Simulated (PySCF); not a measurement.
A run for PySCF: R-HF/3-21G on H2OSn (SMILES [OH][SnH]), a point of a torsion scan.

```python
from pyscf import gto, scf, dft, mp
from pyscf.data.elements import chemcore

mol = gto.M(
    atom='''
    O    -1.05282930    0.15843974    0.27099555
    Sn    0.77163901    0.89520097   -0.14272231
    H    -1.60108827   -0.47642157   -0.18505391
    H     1.53024727   -0.59969240   -1.06563418
    ''',
    basis='3-21g',
    charge=0, spin=0, verbose=3, max_memory=1800)
mf = scf.RHF(mol)
mf.conv_tol = 1e-8
mf.max_cycle = 100
mf.kernel()
if not mf.converged:
    mf = mf.newton().run(mf.mo_coeff, mf.mo_occ)
```

Program output:

```
converged SCF energy = -6071.87549234435
```

Self-consistency was reached.

Cost: around 0.3 core-seconds (rough).
